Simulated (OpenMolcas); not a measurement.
# Predicting a hybrid from its neighbours: BSiH3OF2

BSiH3OF2 has 8 atoms, charge 0, and is taken as a singlet. SMILES: `FB(F)O[SiH3]`. Geometry: relaxed at PBE0-D4/def2-TZVP.

The vertical ionisation energy (to the doublet cation) y, in eV, basis cc-pVDZ; a is the functional's share of exact exchange. Programs: OpenMolcas 26.06.

| functional | program | a | y (eV) |
| --- | --- | --- | --- |
| BLYP | OpenMolcas | 0 | 11.25 |
| PBE | OpenMolcas | 0 | 11.34 |
| B3LYP | OpenMolcas | 0.2 | 11.87 |
| PBE0 | OpenMolcas | 0.25 | ? |
| BHLYP | OpenMolcas | 0.5 | 12.23 |

Problem. Fit y = c + s·a to the known rows and predict PBE0.

Solution. 
1. Means of the 4 rows: a = 0.1750, y = 11.672.
2. Σ(Δa)² = 0.1675, Σ(Δa·Δy) = 0.31825, so the slope is 0.31825/0.1675 = 1.9.
3. Intercept: 11.672 − (1.9) × 0.1750 = 11.340. The largest residual of the fit is 0.15.
4. PBE0: 11.340 + (1.9) × 0.25 = 11.81 eV.

The run gave 11.91 eV, so the prediction is off by -0.10 eV, within the largest residual.
